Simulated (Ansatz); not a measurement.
`BC(B)O[SiH3]` + H₂ → `BCO[SiH3]` + BH₃  (hydrogenolysis of a C–B bond)

Isolated molecules relaxed with PBE0-D4/def2-TZVP in Ansatz; ΔE leaves out vibrations. CCSD(T)/CBS is the MP2 limit (def2-TZVPP, def2-QZVPP) plus CCSD(T) − MP2 in def2-TZVPP, frozen cores. This one scheme is used for every species. Functionals use def2-TZVPP. B3LYP here is the variant with VWN-RPA as its local correlation; programs differ in this. One conformer a species, not always the lowest.

`BC(B)O[SiH3]`:

Cartesian coordinates in Å:
```
B -1.179 -0.202 1.097
C 0.190 -0.364 0.396
B 1.217 -0.871 1.444
O 0.658 0.686 -0.427
Si -0.048 1.049 -1.866
H -1.661 -1.146 1.648
H -1.730 0.857 1.113
H 0.098 -1.333 -0.160
H 2.271 -0.322 1.556
H 0.945 -1.826 2.106
H 0.643 2.250 -2.387
H -1.505 1.311 -1.702
H 0.102 -0.090 -2.817
```

H₂:

Cartesian coordinates in Å:
```
H 0.034 0.029 -0.370
H -0.034 -0.029 0.370
```

`BCO[SiH3]`:

```xyz
11

B    -1.771   -1.077    0.583
C    -0.765   -0.033    0.043
O     0.600   -0.386    0.160
Si    1.800    0.609   -0.358
H    -2.935   -0.813    0.501
H    -1.417   -2.110    1.064
H    -1.034    0.172   -1.011
H    -0.974    0.925    0.556
H     3.078   -0.082   -0.073
H     1.747    1.917    0.354
H     1.670    0.879   -1.819
```

BH₃:

Z-matrix (Å, degrees):
```
B
H 1 1.193
H 1 1.193 2 120.0
H 1 1.193 2 120.0 3 180.0
```

| level | ΔE (kJ/mol) |
| --- | --- |
| B3LYP-D4 | 3.4 |
| B3LYP | -6.5 |

What does CCSD(T)/CBS give? (Estimate.)

Ansatz gave: +3.2 kJ/mol. The listed levels differ from it by 0.2, -9.7 kJ/mol.

Largest T1 diagnostic among the species: 0.013.

The D4 term adds +9.9 kJ/mol with B3LYP and +5.4 kJ/mol with PBE0; it sums over pairs of atoms, weighted by their polarisabilities, and B3LYP, whose exchange is more repulsive, gets the larger term. In def2-TZVPP, CCSD(T) changes the Hartree–Fock value by +36.0 kJ/mol (the triples alone add +6.8 kJ/mol) and MP2 by +40.2 kJ/mol. From PBE to PBE0 (25 % exact exchange), in def2-TZVPP and without D4, ΔE moves by −8.2 kJ/mol.
